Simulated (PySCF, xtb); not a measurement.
CH₄ClFOSi₂, SMILES C1[Si@H](Cl)[Si@@H](F)O1.

Harmonic wavenumbers (cm⁻¹) from GFN2-xTB (xtb 6.7.1) at its own minimum, in rising order: 93, 100, 108, 186, 254, 390, 415, 497, 549, 601, 630, 668, 702, 735, 783, 856, 999, 1142, 1225, 1468, 2201, 2348, 2936, 2967.

### Question
What does PySCF with PBE-D3(BJ)/def2-SVP give at its own minimum? (The exact figures need the calculation; the answer reports its results.)

### Answer
57, 92, 142, 205, 286, 400, 430, 523, 582, 667, 695, 708, 785, 795, 813, 899, 979, 1158, 1200, 1403, 2157, 2190, 2964, 3028. Paired by order, the mean absolute difference is 42 cm⁻¹ and the zero-point energies are 32.7 and 33.1 kcal/mol.
